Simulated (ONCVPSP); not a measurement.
Varying the ONCV potential for iodine

Base potential:

iodine, optimised norm-conserving Vanderbilt (ONCV), made with ONCVPSP 4.0.1 (PW91, fully relativistic). Core [Kr] 4d10, reference 5s2 5p3 (charge +2). Waves: 5s: rc 1.35 bohr, ncon 3, nbas 6, qcut 4.3 1/bohr, 2 projectors, debl 0.4 Ha; 5p: rc 1.75 bohr, ncon 3, nbas 6, qcut 3.8 1/bohr, 2 projectors, debl 2.9 Ha. Local part: polynomial inside 1.05 bohr (lpopt 1, dvloc0 0 Ha). Core correction: Teter function, fcfact 2.75, rcfact 1.8.

Open shells are filled in proportion to 2j + 1.

In the s channel the program set the typed energies aside and used -1.326, 0.250 Ha.

All-electron outer shells of the reference configuration (PW91, scalar-relativistic, ld1.x):

| shell | level (eV) | outermost node (bohr) | outermost maximum (bohr) |
| --- | --- | --- | --- |
| 4p | -148.00 | 0.37 | 0.72 |
| 4d | -70.65 | 0.35 | 0.77 |
| 5s | -36.10 | 0.88 | 1.68 |
| 5p | -24.56 | 0.96 | 1.92 |

Cutoffs, loose and tight: the cutoffs (Ha) at which the residual kinetic energy of the hardest occupied pseudo-wave falls to 1 and 0.1 mHa per electron. They do not see the model core or the augmentation charge, which bear on the density cutoff. Test errors are all-electron minus pseudo excitation energies from the reference, over the configurations 5s2 5p5; 5s2 5p4; 5s2 5p2; 5s2 5p4.5. A dash means not determined; rows that change the core or the reference have their own tests.

A true bound ghost makes a file unfit for plane-wave use even where its test errors are small: the radial tests pick states by their node count and pass the ghost by.

```csv
change,outcome,"cutoff, loose","cutoff, tight",bound ghosts,GHOST(+) flags above zero,largest test error (meV)
base,"generated, projector energies reset by the program",59 Ha,83 Ha,s,"s, p3/2, p1/2",-272
"core correction Teter function, fcfact 2.75, rcfact 0.98","generated, projector energies reset by the program",59 Ha,83 Ha,s,"s, p3/2, p1/2",-3.4
"core correction Teter function, fcfact 2.75, rcfact 1.12","generated, projector energies reset by the program",59 Ha,83 Ha,s,"s, p3/2, p1/2",-1.7
"core correction Teter function, fcfact 2.75, rcfact 1.22","generated, projector energies reset by the program",59 Ha,83 Ha,s,"s, p3/2, p1/2",-3.8
"core correction Teter function, fcfact 2.75, rcfact 1.5","generated, projector energies reset by the program",59 Ha,83 Ha,s,"s, p3/2, p1/2",-54
"core correction Teter function, fcfact 2.75, rcfact 1.76","generated, projector energies reset by the program",59 Ha,83 Ha,s,"s, p3/2, p1/2",-233
"core correction Teter function, fcfact 2.75, rcfact 2.02","generated, projector energies reset by the program",59 Ha,83 Ha,s,"s, p3/2, p1/2",-454
```

Question: What comes out with this change to the base: core correction Teter function, fcfact 2.75, rcfact 1.86?

Answer: outcome: generated, projector energies reset by the program; cutoff, loose: 59 Ha; cutoff, tight: 83 Ha; bound ghosts: s; GHOST(+) flags above zero: s, p3/2, p1/2; largest test error (meV): -332.

Question: What comes out with this change to the base: core correction Teter function, fcfact 2.75, rcfact 1.64?

Answer: outcome: generated, projector energies reset by the program; cutoff, loose: 59 Ha; cutoff, tight: 83 Ha; bound ghosts: s; GHOST(+) flags above zero: s, p3/2, p1/2; largest test error (meV): -131.

Question: What comes out with this change to the base: core correction Teter function, fcfact 2.75, rcfact 1.4?

Answer: outcome: generated, projector energies reset by the program; cutoff, loose: 59 Ha; cutoff, tight: 83 Ha; bound ghosts: s; GHOST(+) flags above zero: s, p3/2, p1/2; largest test error (meV): -24.

Reading the sweep of the rcfact (base included, trends over the rows without a ghost): Bound ghosts are found at 0.98, 1.12, 1.22, 1.4, 1.5, 1.64, 1.76, 1.8, 1.86, 2.02. Every judged row has one, so this setting neither creates nor removes them.
